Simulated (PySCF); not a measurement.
CsH from Hartree–Fock to correlated methods

State: ¹Σ⁺ (singlet), closed shell. Set-up: PySCF, scalar-relativistic core potentials, basis sets Cs def2-TZVPP with ECP46, H def2-TZVPP. De refers to Cs + H in their ground configurations, without counterpoise correction. A positive dipole means Cs(−)H(+).

```
      Level  Re (Å)  ωe (cm⁻¹)  De (eV)  μ (D)  CPU s a point (SCF and correlation, without the integrals)
        RHF   2.594        852     0.84  -9.61                                                       0.044
    RHF-MP2   2.485        900     1.43    n/a                                                        0.07
RHF-SCS-MP2   2.500        892     1.59    n/a                                                         n/a
   RHF-CCSD   2.510        871     1.65    n/a                                                         n/a
RHF-CCSD(T)   2.505        873     1.66    n/a                                                        0.94
        PBE   2.496        871     1.77  -7.18                                                        0.41
       BLYP   2.527        847     1.85  -7.24                                                        0.28
     r²SCAN   2.508        877     1.82  -8.01                                                        0.61
      M06-L   2.528        888     2.17  -8.73                                                        0.65
      TPSSh   2.496        901     2.02  -7.90                                                        0.64
       PBE0   2.490        896     1.72  -7.90                                                        0.68
    r²SCAN0   2.500        894     1.76  -8.31                                                        0.61
      ωB97X   2.530        891     2.04  -9.03                                                        0.39
```

The bond length runs from 2.485 Å (RHF-MP2) to 2.594 Å (RHF). De spans 0.84 eV (RHF, mean field) to 2.17 eV (M06-L, meta-GGA). Correlation at CCSD(T) changes the Hartree–Fock bond energy by +0.82 eV; the triples alone change it by +0.01 eV.

Correlated steps freeze no core orbitals. Spin–orbit coupling is left out. Where the molecule has an RHF reference, its open-shell atoms are computed with UHF.

The whole job (state search and all levels along the bond) took about 1.2 min on 1 thread of Arm Neoverse V2 (shared host), peak memory 0.61 GiB.
